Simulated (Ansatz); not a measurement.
Ansatz (a first-principles code) input (CCSD(T)/aug-cc-pVDZ):

Ansatz 0.2 input:
```yaml
crystal:
  periodic: [false, false, false]
  atoms:
    - {symbol: B, position_ang: [-0.00000000, -0.00000000, -1.53551455]}
    - {symbol: Br, position_ang: [0.00000000, 0.00000000, 0.21935922]}
basis:
  gaussian:
    orbitals: aug-cc-pVDZ
total_charge: 1
magnetization: {spin_polarized: true, initial_magnetization: 1}
correlation: {method: ccsd_t, electrons: outside_noble_gas}
output: {forces: true}
```

Output:

```
Functional definition: HF
integrals: 0.05 GiB planned
623 factors; integrals over basis functions are off by at most 1.0e-3 eV
mean field: 0.16 GiB planned
mean field evaluation 1: about -70657.5556 eV, gradient 1.5e1 eV
mean field evaluation 2: about -70657.5565 eV, gradient 1.5e1 eV
mean field evaluation 4: about -70659.5042 eV, gradient 2.5e0 eV
mean field evaluation 8: about -70659.6549 eV, gradient 2.3e-1 eV
mean field evaluation 16: about -70659.6308 eV, gradient 8.7e-1 eV
mean field evaluation 32: about -70655.8861 eV, gradient 2.8e-4 eV
mean field -70659.65777226 eV, -2596.6945282941 hartree, gradient 5.1e-6 eV, S^2 0.764854; 0 other end points of the search recorded, 0 dependent functions left out
15 core orbitals not correlated
reference -70659.65777226 eV, -2596.6945282941 hartree; 5, 4 occupied and 39, 40 virtual orbitals, 623 factors
densities: 0.17 GiB planned
second order -4.32400802 eV of doubles, -0.00000000 eV of singles
coupled cluster: 0.14 GiB planned
cycle   1  -4.55908228 eV  change   -2.4e-1 eV  update   8.1e-2
cycle   2  -4.72011557 eV  change   -1.6e-1 eV  update   2.8e-2
cycle   3  -4.78513720 eV  change   -6.5e-2 eV  update   2.0e-2
cycle   4  -4.78352640 eV  change    1.6e-3 eV  update   5.7e-3
cycle   5  -4.78480354 eV  change   -1.3e-3 eV  update   2.4e-3
cycle   6  -4.78585677 eV  change   -1.1e-3 eV  update   1.2e-3
cycle   7  -4.78628979 eV  change   -4.3e-4 eV  update   5.4e-4
cycle   8  -4.78639118 eV  change   -1.0e-4 eV  update   1.9e-4
cycle   9  -4.78636118 eV  change    3.0e-5 eV  update   7.1e-5
cycle  10  -4.78635797 eV  change    3.2e-6 eV  update   2.7e-5
cycle  11  -4.78635498 eV  change    3.0e-6 eV  update   1.0e-5
cycle  12  -4.78635194 eV  change    3.0e-6 eV  update   3.6e-6
cycle  13  -4.78634905 eV  change    2.9e-6 eV  update   1.5e-6
perturbative correction -0.22721138 eV, -0.0083498642 hartree
the calculation of the forces begins
Total energy: -70664.67133268 eV, -2596.8787732415 hartree
Atom 0 at    -0.000000    -0.000000    -1.535515 Å, force    -0.000000     0.000000    -0.694547 eV/Å
Atom 1 at     0.000000     0.000000     0.219359 Å, force    -0.000000    -0.000000     0.694547 eV/Å
Dipole moment:    -0.000000    -0.000000    -0.633866 e Å
```
